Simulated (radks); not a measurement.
Q: Coherent X-ray form factor from a spherical all-electron density. Calculated with a radial shooting solver on a logarithmic mesh with Libxc functionals: scalar-relativistic Kohn-Sham, exchange-only PBE, spin-polarised, spherical densities, finite nucleus; Fermi nuclear charge, rms radius of each element as measured or else 0.836 A^(1/3) + 0.57 fm.

| sin(theta)/lambda (1/angstrom) | f0 (electrons) |
|---|---|
| 0.05 | 70.716 |
| 0.1 | 67.728 |
| 0.15 | 64.258 |
| 0.2 | 60.766 |
| 0.25 | 57.317 |
| 0.3 | 53.941 |
| 0.4 | 47.616 |
| 0.5 | 42.106 |
| 0.6 | 37.419 |
| 0.8 | 29.970 |
| 1 | 24.482 |
| 1.25 | 19.843 |
| 1.5 | 16.959 |
| 2 | 13.421 |

The species is in the configuration that NIST lists as its ground one. Which atom or ion scatters so?

A: Neutral hafnium, [Xe] 4f14 5d2 6s2. Extrapolating in s^2 from the first two rows gives f0(0) = 71.7, near the electron count 72; among species with that count, the fall with angle is slower the higher Z, and the table is that of Z = 72; from so few rows the species is fixed only to a neighbour or two.
